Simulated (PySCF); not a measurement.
# Polarisability and C₆ of Ti⁺ (titanium, charge +1)

[Ar] 3d2 4s1, high-spin 4F determinant. Calculation: PySCF 2.14, in x2c-QZVPPall with one added diffuse shell each of s, p, d, f, g type (12s8p6d4f3g, 121 functions); scalar relativity by spin-free X2C-1e. Coupled (time-dependent) response in atomic units; α is the mean over directions.

```tsv
method	mean α (bohr³)	C₆ (like pair)	S(−4)
PBEsol	46.52	294.1	1783
```

S(−4) is the Cauchy moment in α(ω) = α(0) + S(−4) ω² + …

α(iu) at PBEsol:

```
u (hartree)  α(iu) (bohr³)
          0          46.52
     0.0500          42.50
      0.100          34.03
      0.200          19.98
      0.300          12.79
      0.500          6.974
      0.750          4.361
       1.00          3.139
       1.50          1.937
       2.00          1.332
       3.00         0.7407
       5.00         0.3251
```

A single London oscillator, α(iu) = α/(1 + u²/ω²), gives C₆ = (3/4) ω α². Matching the computed C₆ needs ω = 4 × 294.1 / (3 × 46.52²) = 0.181 hartree.

For an ion, C₆ is the dispersion term alone; charge-induced terms of lower order in 1/R come first.
